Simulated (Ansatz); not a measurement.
C2H7FOSi can be A, `C[SiH](F)CO`, or B, `OCC(F)[SiH3]`.

Computed with Ansatz on PBE0-D4/def2-TZVP structures; ΔE is electronic, products minus reactants. CCSD(T)/CBS adds triple-zeta CCSD(T) − MP2 to the extrapolated MP2 energy (def2 sets, frozen cores). DFT in def2-TZVPP. B3LYP here is the variant with VWN-RPA as its local correlation; programs differ in this. One conformer a species, not always the lowest.

A:

```xyz
12

C     1.226   -0.908   -1.048
Si    0.339    0.509   -0.243
F    -0.552    1.275   -1.349
C    -0.890   -0.029    1.072
O    -1.702    1.053    1.508
H     1.883   -0.554   -1.845
H     1.843   -1.436   -0.315
H     0.521   -1.624   -1.477
H     1.287    1.516    0.298
H    -0.355   -0.395    1.954
H    -1.501   -0.872    0.713
H    -2.097    1.465    0.734
```

B:

```xyz
12

O    -0.6706    1.5754   -0.7477
C     0.2698    0.6032   -1.1386
C     0.1576   -0.6712   -0.3427
F    -1.0292   -1.3243   -0.7208
Si    0.0998   -0.4070    1.5460
H    -1.5491    1.2139   -0.8978
H     1.2594    1.0378   -0.9735
H     0.1796    0.3687   -2.2087
H     0.9869   -1.3374   -0.6112
H    -1.1927    0.1940    1.9501
H     0.2566   -1.7268    2.2100
H     1.2319    0.4737    1.9350
```

**Question.** Which is lower in electronic energy at CCSD(T)/CBS, and by how much? (Estimate.)

**Answer.** Ansatz gave: A, by 61.3 kcal/mol.

**Question.** Give E(B) − E(A) in kcal/mol with CCSD(T)/def2-TZVPP, B2PLYP, MP2/def2-TZVPP, B3LYP-D4, PBE-D4, PBE0-D4, ωB97M-V. (Best estimate.)

**Answer.** Ansatz gave: CCSD(T)/def2-TZVPP 59.9, B2PLYP 60.9, MP2/def2-TZVPP 62.9, B3LYP-D4 59.3, PBE-D4 57.4, PBE0-D4 58.9, ωB97M-V 60.0. None reverses the order clearly.

Largest T1 diagnostic: 0.012.

From PBE to PBE0 (25 % exact exchange), in def2-TZVPP and without D4, E(B) − E(A) moves by +1.4 kcal/mol.
